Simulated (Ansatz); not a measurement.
`OB(O)OB(O)O`. The species carries charge 0 and has multiplicity 1. Geometry: relaxed with PBE0-D4/def2-TZVP. It is one conformer, not always the lowest.

```xyz
11

O    -0.306    1.204    1.620
B    -0.100    1.366    0.293
O    -0.069    2.630   -0.206
O     0.083    0.306   -0.595
B     0.092   -1.031   -0.327
O    -0.095   -1.474    0.958
O     0.285   -1.946   -1.317
H    -0.310    0.274    1.872
H     0.082    2.638   -1.152
H    -0.069   -2.431    1.030
H     0.406   -1.536   -2.176
```

(1) What is the dipole moment at B3LYP/def2-TZVPP? (Best estimate.)

(2) And with PBE, r2SCAN, ωB97M-V? (An estimate is asked.)

(3) Give the Mulliken charges with B3LYP, ωB97M-V, PBE in def2-TZVPP. (Estimate.)

## Answers

(1) Ansatz gave: 3.55 D, with components (0.47, -2.70, -2.26) D in this frame, pointing from negative to positive charge.

(2) Ansatz gave: PBE 3.44 D, r2SCAN 3.51 D, ωB97M-V 3.56 D.

(3) Computed: 
| atom | B3LYP | ωB97M-V | PBE |
| --- | --- | --- | --- |
| O1 | -0.29 | -0.30 | -0.27 |
| B2 | 0.40 | 0.43 | 0.31 |
| O3 | -0.28 | -0.29 | -0.25 |
| O4 | -0.40 | -0.41 | -0.34 |
| B5 | 0.41 | 0.44 | 0.32 |
| O6 | -0.33 | -0.33 | -0.30 |
| O7 | -0.30 | -0.30 | -0.27 |
| H8 | 0.21 | 0.20 | 0.20 |
| H9 | 0.19 | 0.18 | 0.19 |
| H10 | 0.20 | 0.19 | 0.20 |
| H11 | 0.20 | 0.19 | 0.20 |

B3LYP here is the variant with VWN-RPA as its local correlation; programs differ in this.
